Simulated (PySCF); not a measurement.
# Static response to an electric field

Compound: C4H5N3O2.
Atom-mapped SMILES: `[CH3:1][C:2](=[O:3])[O:4][c:5]1[n:6][cH:7][n:8][nH:9]1` (hydrogens: H10, H11, H12 on C1; H13 on C7; H14 on N9)

Structure used (GFN2-xTB), in Å, numbered top down from 1:
```xyz
14
C4H5N3O2 angstrom
C      2.7006    0.3984   -0.3020
C      1.2608    0.1388   -0.6150
O      0.7932   -0.0464   -1.7060
O      0.5297    0.1387    0.5249
C     -0.8000   -0.0743    0.5137
N     -1.5332   -0.0820    1.6006
C     -2.7737   -0.3272    1.1283
N     -2.8361   -0.4679   -0.1711
N     -1.5679   -0.3062   -0.5740
H      3.2798    0.3988   -1.2198
H      2.7947    1.3576    0.2016
H      3.0682   -0.3702    0.3740
H     -3.6284   -0.3990    1.7668
H     -1.2883   -0.3595   -1.5441
```

Level: PBE0/def2-SVPD (PySCF), static field, nuclei fixed, core orbitals frozen in the response. The polarisability tensor in these axes (au):

```
x   95.64  6.98 -8.45
y    6.98 47.65  1.42
z   -8.45  1.42 73.76
```

**Question.** Diagonalise the tensor; give its mean and Δα, where Δα² is half the sum of the squared differences of the eigenvalues.

**Answer.** Principal values 46.40, 71.39 and 99.26 au; mean 72.35 au = 10.72 Å³ = 11.93 × 10⁻⁴⁰ C²·m²/J; Δα = 45.80 au (63 % of the mean).

**Question.** What is the dipole moment, and where does it point?

**Answer.** (3.18, 0.45, -0.57) D, 3.26 D in size, pointing from the negative to the positive side. Measured along this direction, the outermost atoms are H13 at the negative end and H10 at the positive end.

**Question.** Give the eigenvalues of the traceless quadrupole moment Θ = ½Σq(3rr − r²1), origin at the centre of nuclear charge.

**Answer.** -9.46, 0.57, 8.89 D·Å. The values depend on the origin, since the dipole doesn't vanish. The electronic extent ⟨r²⟩ about the same centre is 1206 bohr², a root-mean-square distance of 2.26 Å for the 66 electrons.

**Question.** What molar refraction does this α imply?

**Answer.** Lorentz–Lorenz: R = (4π/3)N_A α = 2.5225 cm³/(mol·Å³) × 10.72 Å³ = 27.0 cm³/mol, in the limit of long wavelengths.

**Question.** Give the principal axes and the span of the nuclei along them.

**Answer.** Largest value along (0.94, 0.12, -0.31), where the nuclei span 7.53 Å; middle along (0.29, 0.14, 0.95), 3.08 Å; least along (-0.16, 0.98, -0.10), 1.76 Å. The response follows the extents in order.

**Question.** Find the Langevin capture rate constant for O2+ (31.990 u) meeting this molecule (127.038 u), k = 2.342 × 10⁻⁹ cm³/s × √(α in Å³ / reduced mass in u).

**Answer.** The reduced mass is 25.55 u, so k = 1.52 × 10⁻⁹ cm³/s. The formula leaves out the permanent dipole, which adds to the capture rate.

**Question.** What depolarisation ratio follows for Rayleigh scattering of linearly polarised light, taking the static tensor?

**Answer.** ρ = 3Δα²/(45ᾱ² + 4Δα²) = 6292.7/(235541 + 8390.2) = 0.0258.

Isolated species at its GFN2-xTB geometry (one conformer only).
